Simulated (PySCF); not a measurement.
Species: C2H10Ga2O2.
Structure used (PBE0-D3(BJ)/def2-SVP), in Å, numbered top down from 1:
```
atom  x, y, z in Å
C1     2.480    0.711   -0.154
O2     1.217    0.217    0.222
Ga3   -0.344    1.326    0.599
O4    -1.222   -0.212   -0.227
C5    -2.486   -0.710    0.142
Ga6    0.340   -1.334   -0.576
H7     2.422    1.784   -0.406
H8     2.859    0.180   -1.043
H9     3.207    0.584    0.666
H10   -0.249    2.560   -0.364
H11   -0.758    1.320    2.111
H12   -2.405   -1.731    0.553
H13   -3.162   -0.734   -0.728
H14   -2.943   -0.074    0.918
H15    0.750   -1.360   -2.088
H16    0.242   -2.543    0.418
```

Method: PBE0-D3(BJ)/def2-SVP geometry optimisation, gas phase in PySCF 2.14.0.

**Question.** Which atoms are bound to Ga3, and at what distances?

**Answer.** 4 atoms: H11 1.568 Å, H10 1.568 Å, O2 1.952 Å, O4 1.954 Å. The nearest atom not counted as bound is H14, at 2.97 Å (others tie with it).

**Question.** List the angles at Ga3.

**Answer.** 
```json
{"angle": "H10–Ga3–H11", "degrees": "127.7", "distance of the outer atoms (Å)": "2.81"}
{"angle": "O2–Ga3–H11", "degrees": "113.3", "distance of the outer atoms (Å)": "2.95"}
{"angle": "O4–Ga3–H10", "degrees": "112.8", "distance of the outer atoms (Å)": "2.94"}
{"angle": "O4–Ga3–H11", "degrees": "106.6", "distance of the outer atoms (Å)": "2.83"}
{"angle": "O2–Ga3–H10", "degrees": "106.2", "distance of the outer atoms (Å)": "2.83"}
{"angle": "O2–Ga3–O4", "degrees": "80.2", "distance of the outer atoms (Å)": "2.52"}
```

**Question.** Describe the arrangement about Ga3 in numbers.

**Answer.** Angles from 80.2° to 127.7°; τ4 = (360° − α − β)/141° = 0.84 with α and β the two widest (0 for a square, 1 for a tetrahedron).

**Question.** What are the other bond lengths?

**Answer.** C1–O2, O4–C5 1.407 Å; C1–H7 and 5 like bonds 1.103 Å.

**Question.** Give some angles away from the centre.

**Answer.** C1–O2–Ga3 124.7°, Ga3–O2–Ga6 99.8°, C5–O4–Ga6 124.2°.

**Question.** What are the rotational constants (commonest isotopes, rigid rotor)?

**Answer.** A = 1833, B = 1473, C = 853.1 MHz: an asymmetric top.

Charge 0, singlet. Not checked by PBE0-D3(BJ)/def2-SVP frequencies.
